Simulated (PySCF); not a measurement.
C₃H₈Ge. Atoms are numbered in the order given.

```xyz
12

Ge     1.0720     0.2535     0.0653
C     -0.4907    -0.9784     0.0413
C     -1.7672    -0.2479     0.3087
C     -2.7106     0.0476    -0.6059
H      2.3936    -0.5519    -0.0752
H      0.9521     1.2622    -1.1065
H      1.0964     1.0355     1.4063
H     -0.5034    -1.4798    -0.9482
H     -0.2916    -1.7509     0.8137
H     -1.9149     0.0989     1.3487
H     -2.6124    -0.2698    -1.6578
H     -3.6138     0.6157    -0.3357
```

Coordinates come from a PBE-D3(BJ)/def2-SVP optimisation. One conformer was computed; it need not be the lowest.

The numbers are results of PBE-D3(BJ)/def2-SVP (PySCF 2.14.0), not measurements.

Frequencies are harmonic and unscaled.

Computed normal modes with their intensities:
```tsv
mode	ν (cm⁻¹)	IR (km/mol)	moving atoms (share of kinetic energy)
1	83	0.0	C 58 %, H 32 %, Ge 10 %
2	117	0.1	H 88 %, C 11 %
3	203	0.2	H 46 %, C 44 %, Ge 10 %
4	385	5.5	C 49 %, H 47 %
5	473	10.1	H 95 %
6	501	9.1	H 63 %, C 27 %, Ge 10 %
7	535	30.1	H 66 %, C 27 %
8	708	9.6	H 53 %, C 44 %
9	790	48.5	H 69 %, C 29 %
10	796	159.9	H 96 %
11	854	21.4	H 98 %
12	858	22.1	H 97 %
13	880	37.6	H 72 %, C 28 %
14	923	1.9	H 57 %, C 43 %
15	986	8.5	H 90 %, C 10 %
16	1027	9.4	H 73 %, C 27 %
17	1117	7.9	H 70 %, C 30 %
18	1171	10.4	H 61 %, C 39 %
19	1270	1.3	H 81 %, C 19 %
20	1362	3.4	H 90 %, C 10 %
21	1394	5.4	H 83 %, C 17 %
22	1662	21.1	C 88 %, H 12 %
23	2066	113.1	H 99 %
24	2082	116.6	H 99 %
25	2091	107.8	H 98 %
26	2985	7.7	H 95 %
27	3048	0.7	H 91 %, C 9 %
28	3064	15.8	H 93 %
29	3072	2.8	H 93 %
30	3169	9.0	H 89 %, C 11 %
```
